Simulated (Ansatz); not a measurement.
Job for Ansatz (a first-principles code): R-r2SCAN/def2-TZVPP on Cl2F2Si (SMILES F[Si](F)(Cl)Cl).

Ansatz 0.2 input:
```yaml
crystal:
  periodic: [false, false, false]
  atoms:
    - {symbol: F, position_ang: [-0.10049510, -1.00078407, 1.27585010]}
    - {symbol: Si, position_ang: [-0.00949923, -0.07921549, 0.00026102]}
    - {symbol: F, position_ang: [-0.13962461, -1.00512997, -1.26877247]}
    - {symbol: Cl, position_ang: [-1.53480587, 1.24127686, 0.02146097]}
    - {symbol: Cl, position_ang: [1.78432481, 0.84385266, -0.02889962]}
basis:
  gaussian:
    orbitals: def2-TZVPP
hamiltonian:
  xc: {name: r2SCAN}
scf: {lower_state_search: off}
```

The log:

```
WARN ansatz: RAYON_NUM_THREADS=4 ignored (pool sized by the plan → 4); use --threads N
Functional definition: r2SCAN
these checks for a lower state are left out or cut short: stability, starts, cluster_reference, orbital_swaps, neighbouring_geometries, increment
integrals: 0.13 GiB planned
1188 factors; their error is unknown
mean field: 0.77 GiB planned
mean field evaluation 1: about -38359.5584 eV, gradient 4.7e1 eV
mean field evaluation 2: about -38353.3481 eV, gradient 8.2e1 eV
mean field evaluation 4: about -38362.4882 eV, gradient 1.1e0 eV
mean field evaluation 8: about -38362.4908 eV, gradient 3.8e-2 eV
mean field evaluation 16: about -38362.4585 eV, gradient 1.2e-5 eV
mean field -38362.45851196 eV, -1409.7943473061 hartree, gradient 9.7e-7 eV, S^2 0.000000; 0 other end points of the search recorded, 0 dependent functions left out
reference -38362.45852026 eV, -1409.7943476111 hartree; 33, 33 occupied and 155, 155 virtual orbitals, 1188 factors
Total energy: -38362.45852026 eV, -1409.7943476111 hartree
Checks for a lower state left out: stability, starts, cluster_reference, orbital_swaps, neighbouring_geometries, increment
```

The calculation finished and met its thresholds.

Cost: around 4 core-seconds (rough).
